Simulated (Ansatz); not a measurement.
# Ligand exchange: Sn(CH3)2F2 + C3F6 → Sn(CH3)F3 + C4H3F5

Species: Sn(CH3)2F2 (dimethyltin fluoride), singlet; C3F6 (hexafluoropropylene) `FC(F)=C(F)C(F)(F)F`, singlet; Sn(CH3)F3, singlet; C4H3F5 `C/C(F)=C(\F)C(F)(F)F`, singlet. The partners trade CH3 for F: Sn–CH3 and C–F bonds give way to Sn–F and C–CH3.

Shapes, held fixed at every level: PBE0-D4/def2-TZVP. Programs: Ansatz 0.2.0. The zero-point and thermal change to 298 K, harmonic and unscaled (PBE0-D4/def2-TZVP), is +2.9 kJ/mol.

```json
{"level": "HF/def2-SVP", "kind": "Hartree–Fock", "ΔH(298 K) (kJ/mol)": "-113.4", "less CCSD(T)/def2-TZVPP": "-0.9"}
{"level": "HF/def2-TZVPP", "kind": "Hartree–Fock", "ΔH(298 K) (kJ/mol)": "-121.8", "less CCSD(T)/def2-TZVPP": "-9.3"}
{"level": "PBE-D4/def2-TZVPP", "kind": "GGA", "ΔH(298 K) (kJ/mol)": "-106.9", "less CCSD(T)/def2-TZVPP": "+5.6"}
{"level": "B3LYP-D4/def2-TZVPP", "kind": "global hybrid", "ΔH(298 K) (kJ/mol)": "-114.6", "less CCSD(T)/def2-TZVPP": "-2.1"}
{"level": "MP2/def2-SVP", "kind": "perturbation theory", "ΔH(298 K) (kJ/mol)": "-122.2", "less CCSD(T)/def2-TZVPP": "-9.7"}
{"level": "MP2/def2-TZVPP", "kind": "perturbation theory", "ΔH(298 K) (kJ/mol)": "-116.1", "less CCSD(T)/def2-TZVPP": "-3.6"}
{"level": "CCSD(T)/def2-TZVPP", "kind": "coupled cluster or CI", "ΔH(298 K) (kJ/mol)": "-112.5", "less CCSD(T)/def2-TZVPP": "0.0"}
```

The highest level, CCSD(T)/def2-TZVPP, gives ΔH(298 K) = -112.5 kJ/mol; the levels span -122.2 to -106.9. The column of differences is taken from that level and isn't an error. No measured value is set beside it here. For atoms past krypton def2 sets carry core potentials with scalar relativity. Outer-core shells of Sn are correlated, in sets that cover them unevenly.
